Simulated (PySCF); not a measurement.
# GeH₂⁺ + 2 Br₂ → GeBr₂⁺ + 2 HBr

Level: PBE0 in the def2-TZVP basis family, all electrons, no relativity, computed in PySCF with density fitting; open shells unrestricted.

```tsv
species	state and structure	E (Eh)	ZPE (kJ/mol)	H(298 K) − H(0) (kJ/mol)	S° (J/(mol K))
GeH₂⁺	doublet, C2v, Ge–H 1.552 Å (×2); H–Ge–H 120.9°	-2077.54715	29.6	10.1	224.7
Br₂	singlet, D∞h, Br–Br 2.281 Å	-5147.70672	2.0	9.7	244.8
GeBr₂⁺	doublet, C2v, Ge–Br 2.233 Å (×2); Br–Ge–Br 121.7°	-7224.20138	4.4	14.0	322.0
HBr	singlet, C∞v, H–Br 1.421 Å	-2574.45811	16.0	8.7	198.5
```

(1) What is the electronic reaction energy?

(2) Add zero-point, thermal and entropy terms for 298.15 K and 1 bar.

Answers

(1) At PBE0/def2-TZVP, ΔE = -412.2 kJ/mol from the differences of the total energies times 2625.5, downhill. 

(2) ΔZPE = 2.8 and Δ[H(298) − H(0)] = 1.9 kJ/mol give ΔH° = -407.5 kJ/mol. ΔS° = 4.7 J/(mol K), so ΔG° = -407.5 − 298.15 × (0.0047) = -409 kJ/mol.

Only the bonding shown was studied: isomers, or loss of a ligand pair, can lie lower.
